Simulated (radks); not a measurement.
All-electron atom: the samarium ion Sm3+ in [Kr] 4d10 4f5 5s1 5p6 6s1 (not the ground configuration). Calculated with a radial shooting solver on a logarithmic mesh with Libxc functionals: Dirac Kohn-Sham, LDA (Slater exchange, Perdew-Wang correlation), spin-unpolarised, spherical densities, finite nucleus; open shells fill j = l - 1/2 first; Fermi nuclear charge, rms radius 5.0819 fm. Some entries of the table are withheld. Estimate them.

orbital,occ.,eigenvalue (eV),<1/r> (bohr^-1)
1s1/2,2,-46619.11,68.75
2s1/2,2,-7647.875,16.34
2p1/2,2,-7254.623,16.33
2p3/2,4,-6652.540,14.55
3s1/2,2,(1),5.936
3p1/2,2,-1535.691,5.855
3p3/2,4,-1413.850,5.407
3d3/2,4,(2),5.284
3d5/2,6,(3),5.172
4s1/2,2,-369.0975,2.482
4p1/2,2,-303.9571,2.377
4p3/2,4,-276.9420,2.225
4d3/2,4,(4),2.009
4d5/2,6,(5),1.971
5s1/2,1,-76.8114,0.9843
5p1/2,2,-58.1354,0.8832
5p3/2,4,-53.9186,0.8324
4f5/2,5,-39.4526,1.467
4f7/2,0,-38.8343,1.452
6s1/2,1,-24.4918,0.4197

Answer. 
(1) 3s1/2 eigenvalue (eV): -1705.441
(2) 3d3/2 eigenvalue (eV): -1118.098
(3) 3d5/2 eigenvalue (eV): -1091.610
(4) 4d3/2 eigenvalue (eV): -169.3980
(5) 4d5/2 eigenvalue (eV): -164.5482
